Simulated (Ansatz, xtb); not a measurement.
## Relative energy of two isomers of BH3SeSi

Structure X is `B1[SiH2][Se]1`, a singlet and structure Y is `[BH3-][Si+]=[Se]`, a singlet. Both are isolated molecules in the gas phase, relaxed with PBE0-D3(BJ)/pcseg-1.

Energies in hartree; the thermal terms are from PBE0-D3(BJ)/pcseg-1 harmonic frequencies (ideal gas, rigid rotor, one conformer each, 298.15 K, 1 atm) and include the zero-point energy:

```
                                 X            Y
E, CCSD(T)/def2-TZVPP  −2715.762987  −2715.749005
    zero-point energy      0.030047      0.029880
         H(298 K) − E      0.035221      0.036181
         G(298 K) − E      0.002303      0.001233
```

Problem. Work out ΔE, ΔE₀, ΔH and ΔG for X → Y in kJ/mol (1 Eh = 2625.50 kJ/mol) and the equilibrium ratio [Y]/[X].

Solution. 1. ΔE = −2715.749005 − (−2715.762987) = +0.013982 Eh = +36.71 kJ/mol.
2. ΔE₀ = ΔE + ΔZPE = +0.013982 + (−0.000167) Eh = +36.27 kJ/mol.
3. ΔH = ΔE + (+0.000960) Eh = +39.23 kJ/mol.
4. ΔG = ΔE + (−0.001070) Eh = +33.90 kJ/mol, so ΔS = (ΔH − ΔG)/T = +17.9 J/(mol K).
5. kT = 0.9442 mEh, so K = [Y]/[X] = exp(−ΔG/kT) = exp(−13.68) ≈ 1.2 × 10^−6.

Structure X is favoured at this temperature. An error of 4 kJ/mol in ΔG would change K by a factor of 5. GFN2-xTB gave ΔE the other sign. Mirror images and further conformers aren't counted.

As drawn, Y has 1 Se=Si, 2 B–H in place of 1 Se–Si, 1 B–Se, 2 Si–H. Structure X has a 3-membered ring, Y no ring.

Other levels gave ΔE = −98.0 (GFN2-xTB); +58.2 (HF/STO-3G, GFN2-xTB geometries); +25.0 (r2SCAN-D4/def2-SVP, GFN2-xTB geometries); +35.7 (PBE0-D3(BJ)/pcseg-1); +63.7 (HF/def2-TZVPP); +36.6 (MP2/def2-TZVPP) kJ/mol. The correlated steps freeze 15 core orbitals; the filled d shell of Se is correlated, in a basis made for valence electrons. Programs: Ansatz 0.2.0, xtb 6.7.1.
